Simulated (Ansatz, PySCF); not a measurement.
Related reaction energies, level by level

Each structure stands at its B3LYP-D3(BJ)/def2-TZVP stationary point, reached from a drawn start (curvature not checked).

(1), BH3O3 (SMILES OB(O)O) (charge 0, multiplicity 1):
```xyz
7

O     -1.33524    -0.23723     0.19110
B     -0.00001    -0.00001    -0.00006
O      0.44434     1.27707    -0.21754
O      0.89088    -1.03986     0.02626
H     -1.53143    -1.16808     0.33440
H     -0.26717     1.92456    -0.21491
H      1.79863    -0.75644    -0.11924
```

(2), B2H4O5 (SMILES OB(O)OB(O)O) (charge 0, multiplicity 1, Z-matrix in Å and degrees):
```
O
B 1 1.3732
O 2 1.3626 1 120.06
H 3 0.9622 2 112.62 1 179.41
O 2 1.3703 3 119.76 4 2.31
H 5 0.9618 2 112.83 3 -179.18
B 1 1.3733 2 131.53 3 32.28
O 7 1.3626 1 120.06 2 32.51
H 8 0.9622 7 112.62 1 179.43
O 7 1.3703 8 119.76 9 2.33
H 10 0.9618 7 112.83 8 -179.16
```

(3), H2O (SMILES O) (charge 0, multiplicity 1):
```xyz
3

O      0.0000     0.0000     0.3896
H      0.0000     0.7650    -0.1949
H      0.0000    -0.7650    -0.1949
```

(4), B3H3O6 (SMILES OB1OB(O)OB(O)O1) (charge 0, multiplicity 1, Z-matrix in Å and degrees):
```
O
B 1 1.3845
O 2 1.3551 1 121.31
H 3 0.9622 2 112.85 1 0.00
O 2 1.3749 3 118.87 4 180.00
B 5 1.3848 2 120.16 3 -179.99
O 6 1.3539 5 121.07 2 -180.00
H 7 0.9625 6 112.60 5 0.01
O 6 1.3754 7 119.02 8 -179.99
B 9 1.3722 6 120.36 7 179.98
O 10 1.3545 9 119.13 6 -179.98
H 11 0.9621 10 112.90 9 179.99
```

```csv
step,quantity,PBE/def2-TZVPP (kcal/mol),r2SCAN/def2-TZVPP (kcal/mol),B3LYP-D3(BJ)/def2-TZVPP (kcal/mol),PBE0/def2-TZVPP (kcal/mol),wB97M-V/def2-TZVPP (kcal/mol),CCSD(T)/cc-pVDZ (kcal/mol)
2 (1) → (2) + (3),reaction energy,6.16,5.69,5.02,6.04,5.18,6.88
(4) + 3 (1) → 3 (2),reaction energy,1.83,0.88,-0.17,2.07,0.58,1.63
3 (1) → (4) + 3 (3),reaction energy,16.65,16.20,15.23,16.04,14.95,19.01
```

Right side less left side. No zero-point or thermal terms. One arrangement of each flexible species, with no search for the lowest.

Correlated levels freeze the cores.

The values were computed with Ansatz (Gaussian orbitals); PySCF for the D3/D4 terms. No computed number here is a measurement.

At CCSD(T)/cc-pVDZ the steps run from 1.63 ((4) + 3 (1) → 3 (2)) to 19.01 kcal/mol (3 (1) → (4) + 3 (3)); 0 of 3 are downhill as written. PBE/def2-TZVPP, r2SCAN/def2-TZVPP, B3LYP-D3(BJ)/def2-TZVPP, PBE0/def2-TZVPP, wB97M-V/def2-TZVPP give the same order. No level here is sure enough to rank the others by; between PBE/def2-TZVPP and CCSD(T)/cc-pVDZ the widest gap is -2.36 kcal/mol, for 3 (1) → (4) + 3 (3).

The steps were written down ahead of the runs, not picked by their results: 3 of 3 stand here.

Ansatz is an electronic-structure program.
